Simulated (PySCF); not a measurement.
# Computed properties of iodoethene (C2H3I), SMILES IC=C

C2H3I, SMILES C=CI. Coordinates come from a B3LYP-D3(BJ)/def2-TZVP optimisation. The def2 effective core potentials stand for the cores of I; spin–orbit coupling is left out. One conformer was computed; it need not be the lowest. All values are computed for the isolated molecule unless a solvent is named; none is compared with measurement here.

**Structure.** The optimised structure has Cs symmetry. All 12 harmonic modes at B3LYP-D3(BJ)/def2-TZVP (PySCF) are real, so it is a minimum. With heavy atoms numbered as in [CH2:1]=[CH:2][I:3], the shortest bond between them is C1–C2 at 1.320 Å and the longest C2–I3 at 2.101 Å.

**Vibrations.** The strongest infrared lines (harmonic, unscaled, degenerate partners summed) lie at 1264 cm⁻¹ (51 km/mol, H 80 %, C 20 %), 1651 cm⁻¹ (44 km/mol, C 83 %, H 17 %), 980 cm⁻¹ (37 km/mol, H 94 %). The softest mode is at 313 cm⁻¹ and the zero-point energy is 26.1 kcal/mol.

**Electronic structure.** CAM-B3LYP/def2-TZVPD (PySCF) places the frontier levels at -8.35 and 0.09 eV, a gap of 8.44 eV, and gives a dipole moment of 1.34 D and a mean polarisability of 61.4 bohr³. PBE/def2-TZVPD (PySCF) at the same geometry gives -6.06 and -1.73 eV, so its gap is 4.11 eV narrower. An orbital gap is neither the optical nor the fundamental gap.

**Excitations.** TDDFT-B3LYP/def2-SVPD (PySCF) has S1 at 4.68 eV (265 nm, f = 0.000, dark); the most intense of the 10 singlets computed lies at 5.62 eV (f = 0.12). T1 (TDA) is at 4.12 eV. TDDFT-PBE/def2-SVPD (PySCF) puts S1 at 4.57 eV. No vertical singlet excitation falls in the visible range (under 3.1 eV).
